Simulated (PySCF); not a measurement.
Telling isomers of C6H5F3O apart by NMR

[PySCF 2.14: GFN2-xTB structure; GIAO PBE0/pcSseg-1 shieldings; no relativistic terms; fast rotation and ring inversion assumed for equivalent nuclei; one conformer; in vacuum]

References, each an isolated molecule treated in the same way: 1H (σref 31.72) and 13C (σref 186.93) vs TMS. Splittings of carbon signals by F and P are missing where no couplings were computed. Where no couplings were computed, multiplicities follow the n + 1 count of equivalent neighbours, and m marks all less simple cases (inequivalent or close neighbours, rings, F or P nearby). Shifts are as computed. Against solution values, carbons near 30 ppm lie about +3 ppm off and those near 130 ppm about +5 ppm. Of 1211 compounds with measured shifts, 218 miss one by over three times the rms of a fit or turn the order of signals round; such compounds aren't used in these exercises.

(1) Tabulate the signals of `C=CCC(=C=O)C(F)(F)F`, `FC(F)(F)Cc1ccoc1`, `FC(F)(F)C1=CCC=CO1`, `FC1=C[C@H](C(F)F)C=CO1` and their relative energies.

(2) What is the quickest way to tell C=CCC(=C=O)C(F)(F)F from FC(F)(F)Cc1ccoc1?

(3) What is the quickest way to tell FC(F)(F)Cc1ccoc1 from FC(F)(F)C1=CCC=CO1?

(4) What is the quickest way to tell FC(F)(F)Cc1ccoc1 from FC1=C[C@H](C(F)F)C=CO1?

## Answers

(1) 
| SMILES | carbon types | δC | δH | E rel. (kcal/mol) |
| --- | --- | --- | --- | --- |
| C=CCC(=C=O)C(F)(F)F | 3×C 1×CH 2×CH2 | 197.9, 143.2, 136.0, 126.4, 36.5, 33.9 | 6.02 (m, 1H), 5.64 (m, 1H), 5.51 (m, 1H), 3.01 (d, 2H) | 27.6 |
| FC(F)(F)Cc1ccoc1 | 2×C 3×CH 1×CH2 | 148.0, 147.6, 134.6, 122.5, 120.2, 35.3 | 7.60 (m, 1H), 7.55 (m, 1H), 6.74 (m, 1H), 3.26 (m, 2H) | 0.0 |
| FC(F)(F)C1=CCC=CO1 | 2×C 3×CH 1×CH2 | 149.1, 148.4, 128.8, 110.6, 105.9, 24.8 | 6.50 (d, 1H), 5.62 (m, 1H), 4.85 (m, 1H), 3.12 (m, 2H) | 17.4 |
| FC1=C[C@H](C(F)F)C=CO1 | 1×C 5×CH | 169.8, 149.5, 122.4, 105.0, 76.1, 44.3 | 6.67 (m, 1H), 5.75 (m, 1H), 5.24 (m, 1H), 4.22 (m, 1H), 3.57 (m, 1H) | 24.7 |

Energies are electronic energies at PBE0/pcSseg-1 on these geometries, without zero-point or thermal terms, each for the one conformer computed, which needn't be the lowest.

(2) Both give the same number of carbon signals, but DEPT or the intensities differ. The first has a central carbon of a ketene (C) at 197.9 ppm, the second an aromatic CH at 120.2 ppm. Their most deshielded carbons lie at 197.9 and 148.0 ppm. In the proton spectra the most deshielded non-exchanging signals are 6.02 (m, 1H) and 7.60 (m, 1H).

(3) Both give the same number of carbon signals, with the same numbers of each carbon type, so the positions decide. The first has an sp3 CH2 on an aromatic ring at 35.3 ppm, the second an alkene carbon bearing oxygen (C) at 149.1 ppm. Their most deshielded carbons lie at 148.0 and 149.1 ppm. In the proton spectra the most deshielded non-exchanging signals are 7.60 (m, 1H) and 6.50 (d, 1H).

(4) Both give the same number of carbon signals, but DEPT or the intensities differ. The first has an sp3 CH2 on an aromatic ring at 35.3 ppm, the second an allylic sp3 CH at 44.3 ppm. Their most deshielded carbons lie at 148.0 and 169.8 ppm. In the proton spectra the most deshielded non-exchanging signals are 7.60 (m, 1H) and 6.67 (m, 1H).
